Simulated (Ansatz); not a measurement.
SiH(NHEt)3 (C6H19N3Si). Charge 0, multiplicity 3. Geometry r2SCAN-D4/def2-SVP, that of the neutral singlet; atoms count from 1.

```xyz
29

Si    0.036   -0.231    0.069
H    -0.473    1.163   -0.184
N    -1.056   -1.347   -0.671
C    -2.492   -1.189   -0.785
C    -2.960   -0.877   -2.204
H    -0.663   -2.092   -1.240
H    -3.021   -2.092   -0.415
H    -2.802   -0.372   -0.108
H    -2.505    0.061   -2.564
H    -4.057   -0.776   -2.256
H    -2.664   -1.682   -2.899
N     0.138   -0.545    1.767
C     0.621    0.387    2.768
C    -0.491    1.061    3.567
H    -0.419   -1.311    2.136
H     1.321   -0.116    3.467
H     1.225    1.156    2.254
H    -1.162    1.625    2.900
H    -0.084    1.755    4.322
H    -1.100    0.309    4.097
N     1.617   -0.405   -0.606
C     2.075    0.155   -1.862
C     3.018    1.342   -1.694
H     2.352   -0.768   -0.006
H     2.568   -0.621   -2.483
H     1.186    0.469   -2.440
H     2.522    2.157   -1.141
H     3.354    1.735   -2.668
H     3.916    1.049   -1.124
```

At PBE0-D4/def2-TZVP a singlet of charge 0 lies 5.89 eV below the triplet at the same geometry.

Q: Estimate the Mulliken populations from the PBE0/def2-TZVP orbitals of Ansatz.

A: 
```
atom  charge (e)  spin (α − β)
 Si1        0.10          0.31
  H2        0.00          0.07
  N3        0.27          0.48
  C4        0.17         -0.31
  C5       -0.21         -0.10
  H6       -0.40          0.72
  H7       -0.04          0.27
  H8        0.01          0.12
  H9        0.07          0.06
 H10        0.08          0.07
 H11        0.02          0.14
 N12       -0.35          0.02
 C13       -0.10          0.00
 C14       -0.37          0.00
 H15        0.19          0.03
 H16        0.11          0.01
 H17        0.11          0.01
 H18        0.13          0.00
 H19        0.12          0.00
 H20        0.11          0.00
 N21       -0.34          0.06
 C22       -0.07         -0.03
 C23       -0.36          0.00
 H24        0.21          0.00
 H25        0.09          0.04
 H26        0.09          0.03
 H27        0.12          0.00
 H28        0.12          0.00
 H29        0.11          0.00
```
Mulliken values and Mayer orders depend strongly on the basis.

Q: Where does the spin sit?

A: Summed by element: Si 0.31, H 1.56, N 0.56, C -0.43, of 2 unpaired in all. Largest on single atoms: H6 0.72, N3 0.48, C4 -0.31.

Q: And the Mayer bond orders between bonded heavy atoms (over 0.3)?

A: Si1–N3 0.71 (1.73 Å); Si1–N12 1.18 (1.73 Å); Si1–N21 1.19 (1.73 Å); N3–C4 1.17 (1.45 Å); C4–C5 1.08 (1.53 Å); N12–C13 0.95 (1.45 Å); C13–C14 1.01 (1.53 Å); N21–C22 0.95 (1.45 Å); C22–C23 1.00 (1.53 Å).
